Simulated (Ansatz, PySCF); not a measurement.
Noncovalent pair: H2O (SMILES O) (first 3 atoms) with SO2 (SMILES O=S=O); geometry from B3LYP-D3(BJ)/def2-TZVP, rigid monomers moved along the line of their centres of mass till O1···S5 is 3.79 Å.
(charge 0, multiplicity 1):
```tsv
atom	x (Å)	y (Å)	z (Å)
O	0.5057	-0.0902	0.6105
H	0.6067	0.8503	0.4224
H	-0.3627	-0.3346	0.2694
O	-1.3984	-0.6102	4.2368
S	-0.0461	-0.1275	4.3576
O	0.1537	1.2938	4.4852
```

Interaction energies are E(AB) − E(A) − E(B) at the monomers' geometry in the complex; basis-set methods are counterpoise corrected.

Correlated levels freeze the cores. CBS: X⁻³ extrapolation of the correlation energy, Hartree–Fock from the larger set.

The values were computed with Ansatz (a first-principles code); PySCF for the dispersion terms. 

PBE/def2-TZVPPD gives -1.91 kcal/mol for the interaction energy.

Question: Predict the shift from PBE, with its sign, for: PBE-D3(BJ)/def2-TZVPPD, r2SCAN/def2-TZVPPD, PBE0/def2-TZVPPD, wB97M-V/def2-TZVPPD, MP2/CBS(aug-cc-pV(D+d)Z, aug-cc-pV(T+d)Z), MP2/CBS(aug-cc-pV(D+d)Z, aug-cc-pV(T+d)Z) + ΔCCSD(T)/aug-cc-pV(D+d)Z.

Answer: PBE-D3(BJ)/def2-TZVPPD -0.36; r2SCAN/def2-TZVPPD -0.15; PBE0/def2-TZVPPD -0.05; wB97M-V/def2-TZVPPD -0.37; MP2/CBS(aug-cc-pV(D+d)Z, aug-cc-pV(T+d)Z) -0.17; MP2/CBS(aug-cc-pV(D+d)Z, aug-cc-pV(T+d)Z) + ΔCCSD(T)/aug-cc-pV(D+d)Z -0.26 kcal/mol. 0 of 6 lie above PBE; the widest gap is to wB97M-V/def2-TZVPPD.
